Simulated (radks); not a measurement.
Species: Rh10+. Configuration: [Ar] 3d10 4s2 4p5. Method: Dirac Kohn-Sham, relativistic LDA (MacDonald-Vosko exchange, VWN5 correlation), spin-unpolarised, spherical densities, finite nucleus; open shells fill j = l - 1/2 first; Fermi nuclear charge, rms radius 4.4945 fm; computed with a radial shooting solver on a logarithmic mesh with Libxc functionals.

Radial electron density D(r) = 4 pi r^2 rho(r):

```
   r/bohr * D(r) (the largest magnitude, 71.5, reaches the edge; | marks zero)
 0.001429 | *
 0.001624 | *
 0.001845 | *
 0.002097 |  *
 0.002365 |   *
 0.002688 |    *
 0.003055 |     *
 0.003472 |      *
 0.003914 |       *
 0.004449 |         *
 0.005056 |           *
 0.005701 |             *
 0.006479 |                *
 0.007364 |                   *
  0.00837 |                      *
 0.009437 |                          *
  0.01073 |                             *
  0.01219 |                                 *
  0.01385 |                                    *
  0.01562 |                                       *
  0.01775 |                                         *
  0.02018 |                                           *
  0.02293 |                                           *
  0.02586 |                                           *
  0.02939 |                                          *
   0.0334 |                                        *
  0.03766 |                                      *
   0.0428 |                                     *
  0.04865 |                                     *
  0.05529 |                                       *
  0.06234 |                                          *
  0.07085 |                                              *
  0.08053 |                                                  *
  0.09153 |                                                     *
   0.1032 |                                                      *
   0.1173 |                                                    *
   0.1333 |                                               *
   0.1503 |                                          *
   0.1708 |                                     *
   0.1942 |                                  *
   0.2207 |                                   *
   0.2488 |                                      *
   0.2828 |                                         *
   0.3214 |                                          *
   0.3653 |                                       *
   0.4118 |                                *
   0.4681 |                        *
    0.532 |                *
   0.6046 |           *
   0.6817 |         *
   0.7748 |        *
   0.8806 |        *
   0.9929 |      *
    1.128 |    *
    1.283 |  *
    1.458 | *
    1.644 |*
    1.868 *
    2.123 *
    2.413 *
    2.721 *
    3.092 *
```

D(r) has 3 maxima, at r = 0.0231, 0.101, 0.309 bohr, and minima at 0.0460, 0.200 bohr, inside which lie 2.05, 11.12 electrons.
